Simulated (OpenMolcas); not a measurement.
## Levels of N2+ by method

- Program: OpenMolcas
- Basis: ANO-R2 [4s4p2d1f]
- Scalar Hamiltonian: X2C, finite nucleus
- Active space: 3 electrons in 9 orbitals (RAS2 2s 2p; RAS3 3d, at most 2 electrons)
- State averaging: 2S+1 = 4 odd, 1 root; 2S+1 = 2 odd, 11 roots; 2S+1 = 4 even, 3 roots; 2S+1 = 2 even, 9 roots
- Spin-orbit coupling: state interaction with AMFI integrals over the reference wave functions, term energies averaged over their components

Methods on the same reference wave functions:
A. RASSCF
B. SS-RASPT2, IPEA 0.25 Eh, imaginary shift 0.1 Eh (closed shells correlated: 1s)
C. MS-RASPT2, IPEA 0.25 Eh, imaginary shift 0.1 Eh (closed shells correlated: 1s)

Energies in cm⁻¹ above 2s² 2p ²P°_1/2, the measured ground level; measured values from Moore, Selected Tables of Atomic Spectra, NSRDS-NBS 3, section 5.

| Level | A | B | C | Measured |
| --- | --- | --- | --- | --- |
| 2s² 2p ²P°_1/2 | 0.0 | 0.0 | 0.0 | 0.0 |
| 2s² 2p ²P°_3/2 | 156 | 156 | 156 | 174 |
| 2s 2p² ⁴P_1/2 | 55234 | 56600 | 56610 |  |
| 2s 2p² ⁴P_3/2 | 55290 | 56650 | 56670 | 57247 |
| 2s 2p² ⁴P_5/2 | 55383 | 56750 | 56760 | 57328 |
| 2s 2p² ²D_3/2 | 103150 | 101410 | 101420 | 101031 |
| 2s 2p² ²D_5/2 | 103151 | 101410 | 101420 | 101024 |
| 2s 2p² ²S_1/2 | 137167 | 131950 | 131960 | 131004 |
| 2s 2p² ²P_1/2 | 149466 | 146920 | 146930 | 145876 |
| 2s 2p² ²P_3/2 | 149575 | 147030 | 147040 | 145986 |
| 2p³ ⁴S°_3/2 | 186758 | 186440 | 186450 | 186797 |
| 2p³ ²D°_3/2 | 205481 | 203410 | 203420 | 203089 |
| 2p³ ²D°_5/2 | 205483 | 203410 | 203430 | 203075 |
| 2p³ ²P°_1/2 | 237037 | 231950 | 231980 | 230404 |
| 2p³ ²P°_3/2 | 237044 | 231960 | 231980 | 230409 |

Deviations, from unrounded energies. A percentage is the sum of absolute deviations over the sum of measured energies, with the sign that they share, or ± where signs differ.

```csv
Against measurement,Levels,A,B,C
mean absolute deviation (cm-1),13,3000,700,710
fine structure of the ground term (%),1,-10.6,-10.6,-10.3
other configurations (%),12,±2.2,±0.5,±0.5
```

B, C lie about equally close to measurement and A furthest from it. The largest miss of B in the table is 2p³ ²P°_3/2, by +1600 cm-1. The ranking rests on the paired levels alone, and a cruder setting can come out closer through cancelling errors.

Between B and C the level of the table that moves most is 2p³ ²P°_1/2, by 21 cm-1 (lowest in B, highest in C). Moves below CASPT2's spread within the term are not significant.

The lowest spin-free term lies below A's lowest term by 0.022 hartree in B, 0.022 hartree in C.

CASPT2 breaks the degeneracy within a term, and the mean is taken; among the terms shown or strongly mixed into the levels shown the widest spread is 11 cm-1 (2p³ ²D°, C). Active for correlation alone: 3d; no level in the range computed is led by a configuration that fills it, so any true level of that kind is missing. Measured partners are found by configuration, term and J. A level has none where our copy of the source lacks it or the pairing is in doubt (some pairs that miss far off the trend of their configuration count as doubtful), and it then counts in no deviation. Levels of configurations outside the active space are missing.

° marks odd parity.
